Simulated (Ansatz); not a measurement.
Reaction (formal exchange of groups at a P–N bond): `CN(C)P` + `B1C[SiH2]1` → `PB1C[SiH2]1` + `CNC`

Computed with Ansatz on PBE0-D4/def2-TZVP structures; ΔE is electronic, products minus reactants. CBS: MP2 limit from def2 TZ/QZ plus the TZ coupled-cluster correction, frozen cores. DFT in def2-TZVPP. Each species was taken in one conformer, which may not be the lowest.

```
        level  ΔE (kJ/mol)
       PBE-D4        -56.7
   r2SCAN0-D4        -55.8
       revPBE        -62.0
MP2/CBS(def2)        -43.3
```

Question: What does CCSD(T)/CBS give? (An estimate is asked.)

Answer: The calculation gave: -46.0 kJ/mol. The listed levels differ from it by -10.7, -9.8, -16.0, 2.7 kJ/mol.

Largest T1 diagnostic among the species: 0.017.

Leaving LDA and LC-ωPBE aside and taking each functional with its dispersion term where it has one, the values, not all of them listed here, spread over 18.6 kJ/mol, from B97M-V to ωB97M-V. LDA lies +5.8 kJ/mol from PBE without D4. At CCSD(T), def2-SVP lies −10.7 kJ/mol from the extrapolated value and def2-TZVPP −0.3 kJ/mol.
